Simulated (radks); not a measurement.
Results of a calculation; reference values are marked as such.
Coulomb parameter of the 5d shell of the osmium ion Os2+ in the model configuration [Xe] 4f14 5d5 6s1, as a second difference U = [E(n + 1) + E(n - 1) - 2 E(n)] / (1)^2 with all orbitals relaxed. "Bare": the charge of the atom changes with n. "Screened": the 6s shell takes up the change at fixed total charge, which measures U(5d,5d) + U(6s,6s) - 2 U(5d,6s). Level of theory: scalar-relativistic Kohn-Sham, r2SCAN, spin-unpolarised, spherical densities, finite nucleus; meta-GGA in the generalised Kohn-Sham scheme; Fermi nuclear charge, rms radius 5.4126 fm (a radial shooting solver on a logarithmic mesh with Libxc functionals).

start: configuration [Xe] 4f14 5d5 6s1; E - E(n) (eV) 0.000
bare +1: configuration [Xe] 4f14 5d6 6s1; E - E(n) (eV) -19.687
bare -1: configuration [Xe] 4f14 5d4 6s1; E - E(n) (eV) 31.446
screened +1: configuration [Xe] 4f14 5d6; E - E(n) (eV) -3.091
screened -1: configuration [Xe] 4f14 5d4 6s2; E - E(n) (eV) 3.920

U(bare) = 11.759 eV, U(screened by 6s) = 0.829 eV, against the Slater integral F0(5d,5d) = 14.980 eV with frozen orbitals.
